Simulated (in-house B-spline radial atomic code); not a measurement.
## Ionising neutral rhodium with different functionals

Computed with an all-electron radial atomic-structure program (B-spline basis): non-relativistic Hamiltonian, point nucleus, spin-polarised at highest spin, spherical fractional occupations for the functionals, and exact exchange of hybrids averaged over the configuration. The ionisation energy is the difference of two self-consistent energies, [Kr] 4d8 5s1 → [Kr] 4d8, without Breit or QED terms; ε is the level of the shell that loses the electron (its least bound occupied spin orbital). There is no spin-orbit coupling in this Hamiltonian.

```
   method                    rung  ΔSCF (eV)  -ε(5s) (eV)
     PBE0           global hybrid       7.05         4.91
    B3LYP           global hybrid       7.24         4.84
    TPSSh           global hybrid       7.01         4.51
   M06-2X           global hybrid       6.87         5.34
BHandHLYP           global hybrid       6.80         5.34
  r2SCAN0           global hybrid       7.01         5.13
    B97-1           global hybrid       6.85         4.56
    HSE06  range-separated hybrid       7.10         4.59
    wB97X  range-separated hybrid       6.61         6.43
CAM-B3LYP  range-separated hybrid       7.07         5.90
  LC-wPBE  range-separated hybrid       6.70         6.75
```

Problem. Among the functionals, which spreads more, the ΔSCF values or the orbital energies?

Solution. The orbital energies: ΔSCF values span about 0.62 eV and the orbital energies 2.24 eV.

Problem. How do they compare with the NIST value?

Solution. NIST lists 7.459 eV (measured, ground level to ground level). Errors run from -0.85 to -0.22 eV; B3LYP is closest (-0.22 eV), but part of that can be cancellation, since the calculations leave out relativity, Breit-QED terms, multiplet and fine-structure energies.
